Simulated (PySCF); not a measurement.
## [Bi(BH4)2]+: one run

[Bi(BH4)2]+ (singlet). PySCF 2.14.0, RKS CAM-B3LYP, Bi def2-SVP with ECP60, B def2-SVP, H def2-SVP; non-relativistic Hamiltonian with scalar-relativistic core potentials where named; density fitting; no spin-orbit coupling. Purpose: singlet excitations, Tamm-Dancoff CAM-B3LYP.

```python
mol = gto.M(atom='''
Bi    -0.00000     0.00000    -0.47812
B      2.03978    -0.07033     0.81159
H      2.40588    -0.07289     1.97412
H      1.21031    -1.08199     0.87177
H      2.78861    -0.14911    -0.14369
H      1.34721     1.03709     0.79802
B     -2.03978     0.07033     0.81159
H     -2.40588     0.07289     1.97413
H     -1.21031     1.08199     0.87177
H     -2.78861     0.14911    -0.14369
H     -1.34721    -1.03709     0.79802''',
    basis={'Bi': 'def2-SVP', 'B': 'def2-SVP', 'H': 'def2-SVP'},
    ecp={'Bi': 'def2-SVP'},
    charge=1, spin=0)
mf = dft.RKS(mol, xc='CAMB3LYP')
mf.grids.atom_grid = (50, 194)
mf = mf.density_fit()  # fitting sets: Bi def2-universal-JKFIT, B def2-universal-JKFIT, H def2-universal-JKFIT
mf.conv_tol = 1e-08; mf.max_cycle = 55
mf.kernel(dm0)  # dm0: converged density of the relaxed state
td = mf.TDA(); td.nstates = 8; td.kernel()
```

Run from Python with OMP_NUM_THREADS=2; the lines above give its settings. Where DIIS fails, smearing, a level shift and second-order steps follow.
It took 36 s on 2 threads of Arm Neoverse V2, on a shared host, from an already converged density.

Where do the frontier levels lie, over both spins?

HOMO -15.37 eV, LUMO -8.00 eV. 

What are the Mulliken charges and spins?


```tsv
atom	charge (e)	spin (e)
Bi1	0.930	0.000
B2	-0.257	0.000
H3	0.142	0.000
H4	0.030	0.000
H5	0.095	0.000
H6	0.026	0.000
B7	-0.257	0.000
H8	0.142	0.000
H9	0.030	0.000
H10	0.095	0.000
H11	0.026	0.000
```

Which singlet excitations follow (Tamm-Dancoff, 8 states)?


```csv
state,eV,oscillator strength
1,4.19,0.0076
2,4.59,0.0000
3,5.38,0.0000
4,5.44,0.0161
5,5.56,0.0039
6,6.27,0.0761
7,6.41,0.0089
8,6.65,0.0039
```

The geometry was relaxed with PBE (Bi def2-SVP with ECP60, B def2-SVP, H def2-SVP).
